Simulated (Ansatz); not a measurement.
Species: TaH4, net charge 0, doublet state. The spin state was set by rule; other spins were not relaxed. 
Geometry from a B3LYP-D3(BJ)/def2-TZVP (Ansatz, a first-principles code) optimisation:
```
Ta
H 1 1.7756
H 1 1.7756 2 111.36
H 1 1.7756 2 111.36 3 117.78
H 1 1.7756 2 105.75 4 121.11
```
Charge 0, spin multiplicity 2.

Parts of the frozen-core correlation energy in def2-SVP (Ansatz, hartree). Frozen orbitals: 4; correlated occupied orbitals by spin: 5 and 4; virtual: 43 and 44. Open shells are spin-unrestricted. Spin-orbit coupling is left out. Past Kr the def2 sets carry scalar-relativistic core potentials.

```json
[
 {"term": "reference (HF)", "value": "-58.59212"},
 {"term": "MP2 opposite-spin", "value": "-0.11319"},
 {"term": "MP2 same-spin", "value": "?"},
 {"term": "CCSD correlation", "value": "?"},
 {"term": "(T)", "value": "?"},
 {"term": "CCSDT minus CCSD(T)", "value": "-0.00101"},
 {"term": "T1 diagnostic", "value": "0.027"},
 {"term": "largest doubles amplitude", "value": "0.030"},
 {"term": "<S^2> of the reference", "value": "0.763"}
]
```

Problem. Some entries are withheld; supply them.

Solution. 
- MP2 same-spin, value: -0.01875
- CCSD correlation, value: -0.16384
- (T), value: -0.00407
